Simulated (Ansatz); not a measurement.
Born–Oppenheimer molecular dynamics of ClFGeH2 (5 atoms, charge 0, multiplicity 1). It starts from a relaxed structure.

The calculation used RKS PBE0-D4/def2-SVP in Ansatz 0.2.0.

```json
{"ensemble": "NVE (velocity Verlet)", "time step": "0.25 fs", "steps asked": "300", "starting velocities drawn for": "500 K", "seed": "868582"}
```

First frame:

```xyz
5
Properties=species:S:1:pos:R:3
Ge 0.043 -0.035 0.030
H -0.062 -0.009 1.556
H 1.446 -0.009 -0.577
F -0.796 1.362 -0.562
Cl -1.007 -1.749 -0.712
```

Task: What does the run give?

Result: The run went to its last step.

```
steps done                                               : 300
time covered                                             : 75 fs
mean temperature over the second half                    : 239 K
spread of the potential energy over the second half      : 5.7 meV per atom
mean potential energy of the second half above the start : 20.2 meV per atom
```

The conserved energy stayed within 0.026 meV per atom of its start (net change 0.0056 meV per atom), so the integration is sound. Over the second half the temperature averaged 0.48 of the 500 K drawn at the start: a run that starts near a minimum puts about half its kinetic energy into the potential. A run of 0.075 ps of so small a system gives no equilibrium averages.

Task: What happens to the structure?

Result: The same pairs are bonded in the first frame and the last. Pairs count as bonded within 1.25 times the sum of covalent radii (0.12 Å more for H–H). This is one draw of velocities; another would differ in detail.

Task: How do temperature and energy run in time?

Result: 
| time (fs) | T (K) | potential energy less start (eV) | conserved less start (meV/atom) |
| --- | --- | --- | --- |
| 0.0 | 500 | 0.000 | 0.00 |
| 2.5 | 395 | 0.041 | 0.01 |
| 5.0 | 277 | 0.086 | 0.01 |
| 7.5 | 177 | 0.125 | 0.01 |
| 10.0 | 55 | 0.173 | 0.02 |
| 12.5 | 95 | 0.157 | 0.02 |
| 15.0 | 240 | 0.101 | 0.01 |
| 17.5 | 312 | 0.073 | 0.02 |
| 20.0 | 395 | 0.041 | 0.01 |
| 22.5 | 391 | 0.042 | 0.00 |
| 25.0 | 234 | 0.103 | 0.02 |
| 27.5 | 152 | 0.135 | 0.02 |
| 30.0 | 160 | 0.132 | 0.01 |
| 32.5 | 143 | 0.138 | 0.02 |
| 35.0 | 254 | 0.096 | 0.01 |
| 37.5 | 380 | 0.047 | 0.00 |
| 40.0 | 326 | 0.068 | 0.01 |
| 42.5 | 285 | 0.083 | 0.02 |
| 45.0 | 279 | 0.086 | 0.00 |
| 47.5 | 146 | 0.138 | 0.02 |
| 50.0 | 101 | 0.155 | 0.02 |
| 52.5 | 200 | 0.116 | 0.01 |
| 55.0 | 204 | 0.115 | 0.02 |
| 57.5 | 248 | 0.098 | 0.02 |
| 60.0 | 350 | 0.058 | 0.00 |
| 62.5 | 291 | 0.081 | 0.01 |
| 65.0 | 193 | 0.119 | 0.02 |
| 67.5 | 201 | 0.116 | 0.01 |
| 70.0 | 172 | 0.127 | 0.02 |
| 72.5 | 217 | 0.110 | 0.02 |
| 75.0 | 364 | 0.053 | 0.01 |

Time of the run: 10 min on 1 thread of Arm Neoverse V2, with other jobs on the host, peak memory 0.14 GiB.
